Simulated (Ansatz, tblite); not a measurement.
Removing and adding an electron: the cluster B3F3 (the lowest singlet isomer of a short search). Charge 0, multiplicity 1. Geometry: PBE0-D4/def2-SVP. Ansatz, gas phase; energy differences of separate SCF runs; the oxidised species was run as a doublet alone; the reduced species was run as a doublet alone.

Cartesian coordinates in Å:
```
B 0.8162 0.6459 -0.3136
B -1.0060 -0.2119 0.3533
B 0.3634 -0.8310 -0.0761
F 0.9271 1.9205 -0.4238
F 0.9028 -2.0642 -0.1887
F -2.0035 0.5408 0.6488
```

The xTB rows come from tblite. Correlated methods freeze 6 core orbitals. The structure comes from a short search, and lower isomers may exist.

```tsv
level	−HOMO (eV)	vertical IE (eV)	−LUMO (eV)	vertical EA (eV)	HOMO–LUMO gap (eV)	IE − EA (eV)	remarks
PBE-D4/def2-TZVPD	5.21	–	4.18	1.27	1.04	–	HOMO above zero (-1 doublet)
r2SCAN-D4/def2-TZVP	5.35	8.38	3.97	–	1.37	–	–
PBE0-D4/def2-TZVP	6.22	8.48	3.27	–	2.94	–	–
PBE0-D4/def2-TZVPD	6.24	–	3.30	1.31	2.94	–	HOMO above zero (-1 doublet)
MP2/def2-TZVPP	–	8.48	–	–	–	–	restricted SCF unstable (singlet)
CCSD(T)/def2-TZVPP	–	8.51	–	–	–	–	restricted SCF unstable (singlet)
```

**Question.** Estimate the rows for GFN1-xTB, GFN2-xTB, PBE-D4/def2-TZVP, r2SCAN-D4/def2-TZVPD, CCSD/def2-TZVPP.

**Answer.** 
```tsv
level	−HOMO (eV)	vertical IE (eV)	−LUMO (eV)	vertical EA (eV)	HOMO–LUMO gap (eV)	IE − EA (eV)	remarks
GFN1-xTB	10.12	13.74	8.85	5.19	1.27	8.55	–
GFN2-xTB	9.42	13.37	8.37	4.17	1.06	9.20	–
PBE-D4/def2-TZVP	5.19	8.42	4.15	–	1.04	–	–
r2SCAN-D4/def2-TZVPD	5.37	–	3.99	1.31	1.38	–	HOMO above zero (-1 doublet)
CCSD/def2-TZVPP	–	8.42	–	–	–	–	restricted SCF unstable (singlet)
```

Run but left out: HF/def2-TZVPP (singlet: restricted singlet, unstable towards broken spin symmetry).   A HOMO above zero means that the electron is unbound at that level or that self-interaction error raises the level; the energy of removing that electron tells which. Raw xTB energy differences between charge states are shifted by several eV; the methods need an empirical correction for them.
